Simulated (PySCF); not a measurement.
Input file for PySCF: R-B3LYP/3-21G on H4SeSi (SMILES [SiH3][SeH]), a point of a torsion scan.

```python
from pyscf import gto, scf, dft, mp
from pyscf.data.elements import chemcore

mol = gto.M(
    atom='''
    Si   -0.62405427    0.00558405    0.00241354
    Se    1.50369322    0.83139376   -0.08102130
    H    -0.78098543   -0.75051134    1.24006911
    H    -1.46186484    1.19478120   -0.02211947
    H    -0.80890155   -0.84189330   -1.16872429
    H     2.13145692   -0.37905207   -0.52458323
    ''',
    basis='3-21g',
    charge=0, spin=0, verbose=3, max_memory=1800)
mf = dft.RKS(mol, xc='b3lyp')
mf.conv_tol = 1e-8
mf.max_cycle = 100
mf.kernel()
if not mf.converged:
    mf = mf.newton().run(mf.mo_coeff, mf.mo_occ)
```

Give the final energy of this run.

-2680.5612 hartree.
